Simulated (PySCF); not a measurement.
BeCl2, SMILES [Cl][Be][Cl]. Atoms are numbered in the order given.

```xyz
3

Be     0.0000     0.0000     0.0000
Cl     0.0000     0.0000    -1.8041
Cl     0.0000     0.0000     1.8041
```
Charge 0, spin multiplicity 1.

The structure is a stationary point at B3LYP-D3(BJ)/def2-TZVP. The isomer is the one that the SMILES or the coordinates give; other isomers of the formula were not compared.

Level of theory: PBE/def2-TZVPD in PySCF.

Mulliken values depend strongly on the basis, most of all with diffuse functions as here. ESP charges are fitted to the potential on shells at 1.4 to 2.0 van der Waals radii. Atomic charges (e):

```json
[
 {"atom": "Be1", "meta-Löwdin": "1.32", "Mulliken": "0.00", "ESP fit": "0.40"},
 {"atom": "Cl2", "meta-Löwdin": "-0.66", "Mulliken": "0.00", "ESP fit": "-0.20"},
 {"atom": "Cl3", "meta-Löwdin": "-0.66", "Mulliken": "0.00", "ESP fit": "-0.20"}
]
```
